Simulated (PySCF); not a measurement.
C₂HCl₂, SMILES [C](=CCl)Cl, multiplicity 2.

Coordinates come from a B3LYP-D3(BJ)/def2-SVP optimisation. The isomer is the one that the SMILES or the coordinates give; other isomers of the formula were not compared.

Method: TDA-CAM-B3LYP/def2-SVPD in PySCF 2.14.0.

Vertical excitations. 

Computed lowest excited states:
```tsv
state	energy (eV)	λ (nm)	f	main pairs
root 1	2.12	585	0.000	β HOMO→LUMO 96 %
root 2	4.26	291	0.000	α HOMO→LUMO 47 %, β HOMO→LUMO+1 44 %
root 3	4.85	256	0.002	β HOMO−1→LUMO 94 %
root 4	5.10	243	0.002	α HOMO−1→LUMO 94 %
root 5	5.39	230	0.001	β HOMO−2→LUMO 76 %
root 6	5.53	224	0.033	β HOMO−3→LUMO 91 %
root 7	6.01	206	0.000	α HOMO→LUMO+1 58 %, β HOMO→LUMO+2 11 %, β HOMO−2→LUMO 7 %, β HOMO−4→LUMO 6 %
root 8	6.11	203	0.010	α HOMO−1→LUMO+1 71 %
root 9	6.34	195	0.001	α HOMO→LUMO+1 5 %, β HOMO−4→LUMO 71 %
root 10	6.58	189	0.000	α HOMO→LUMO+1 17 %, β HOMO→LUMO+2 61 %
```
Unrestricted roots are not spin-pure.
